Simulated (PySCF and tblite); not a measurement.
Results of a calculation; reference values are marked as such.
# C₈H₈GeO₂S₂, numbered as in [CH3:1][O:2][C:3](=[O:4])[c:5]1[s:6][c:7]2[cH:8][cH:9][s:10][c:11]2[c:12]1[GeH3:13]: conformational analysis

Free energies: B3LYP-D3(BJ)/def2-SVP on GFN2-xTB structures plus GFN2-xTB thermal terms, symmetry and mirror images included. Conformers within 2.5 kcal/mol (GFN2-xTB free energy) were kept, 3 at most. GIAO shieldings: wB97X-D/6-31G*. (PySCF 2.14, tblite 0.8.)

Torsions listed: C1–O2–C3–O4, O2–C3–C5–S6.

| conformer | shape | symmetry | E(GFN2) kcal/mol | E(DFT) kcal/mol | G(298.15 K) kcal/mol | weight % | dipole D |
| --- | --- | --- | --- | --- | --- | --- | --- |
| 1 | 0°, 0° | Cs | 0.00 | 0.00 | 0.00 | 73.6 | 2.25 |
| 2 | 0°, 180° | Cs | 1.43 | 0.69 | 0.61 | 26.4 | 1.59 |

Weights (%) against temperature:

```
 T (K)     1     2  S(mix) cal/mol/K
   250  77.7  22.3              1.05
298.15  73.6  26.4              1.15
   350  70.2  29.8              1.21
```

Coordinates of conformer 1 (Å):

```xyz
21

C     3.996   -0.669   -0.338
O     2.606   -0.918   -0.483
C     1.792    0.011    0.018
O     2.181    1.023    0.573
C     0.388   -0.273   -0.147
S    -0.223   -1.706   -0.932
C    -1.835   -1.158   -0.645
C    -3.122   -1.658   -0.926
C    -4.082   -0.812   -0.471
S    -3.464    0.604    0.305
C    -1.848    0.067    0.023
C    -0.579    0.587    0.315
Ge   -0.124    2.248    1.224
H     4.258   -0.592    0.720
H     4.504   -1.513   -0.798
H     4.268    0.263   -0.836
H    -3.317   -2.585   -1.432
H    -5.145   -0.933   -0.544
H     0.606    3.175    0.325
H    -1.460    2.865    1.551
H     0.592    1.991    2.498
```

The minima are those of GFN2-xTB; planar forms about aryl–S or allylic bonds may be saddles in DFT. Spin–orbit effects of the heavy atoms on shieldings are missing.

Search and properties took 5 min on 1 thread of Arm Neoverse V1, shared host (rough), launched as `OMP_NUM_THREADS=1 python ens_run.py task.json out`.


Conformer gaps in def2-SVP on xTB geometries can be 2 kcal/mol too large for S=O, P=O and other polar bonds.